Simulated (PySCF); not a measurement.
# Electronic structure of P+ (phosphorus, charge +1) at the UHF level

Configuration: [Ne] 3s2 3p2, high-spin 3P determinant. All numbers are calculated (PySCF 2.14, scalar relativity by spin-free X2C-1e, in x2c-QZVPPall with one added diffuse shell each of s, p, d, f type (10s7p5d3f1g, 86 functions)).

```json
{"Total energy": "-341.173436 hartree", "One-electron energy": "-466.9149 hartree", "Hartree (Coulomb) energy": "148.1975 hartree", "Exchange energy": "-22.4560 hartree", "⟨S²⟩": "2.0133", "⟨L²⟩": "2.039", "Sum of ⟨r⟩": "12.07 bohr", "Sum of ⟨r²⟩": "20.78 bohr²", "Traceless quadrupole moment −½Σ⟨3z² − r²⟩ along its main axis": "2.13 e·bohr²", "Langevin diamagnetic susceptibility": "-16.5 ×10⁻⁶ cm³/mol"}
```

| shell | electrons | mean orbital energy (eV) | spread (eV) | rms radius, mean of both spins (bohr) |
| --- | --- | --- | --- | --- |
| 1s α | 1 | -2193.5 | 0 | 0.120 |
| 1s β | 1 | -2193.0 | 0 | 0.120 |
| 2s α | 1 | -216.58 | 0 | 0.560 |
| 2s β | 1 | -216.09 | 0 | 0.560 |
| 2p α | 3 | -158.29 | 0.463 | 0.539 |
| 2p β | 3 | -157.38 | 0.551 | 0.539 |
| 3s α | 1 | -31.054 | 0 | 1.98 |
| 3s β | 1 | -25.512 | 0 | 1.98 |
| 3p α | 2 | -19.722 | 0 | 2.29 |

Densities and radii are taken from the X2C orbitals without a picture-change correction, which distorts them close to the nucleus.

Spin-orbit constants ζ (cm⁻¹) from the X2C one-electron operator on these orbitals: bare nucleus, nucleus screened by l(l+1)(2l+1)/3 electrons, and screened by the Breit-Pauli mean field of the electrons.

| shell | bare | screened nucleus | mean field |
| --- | --- | --- | --- |
| 2p | 5497 | 4764 | 4436 |
| 3p | 353.4 | 306.2 | 280.7 |

To first order the Landé constant is A = 140.4 cm⁻¹, so the lowest level has J = 0 and lies 0.0348 eV below the centre of the term. This holds in LS coupling only.
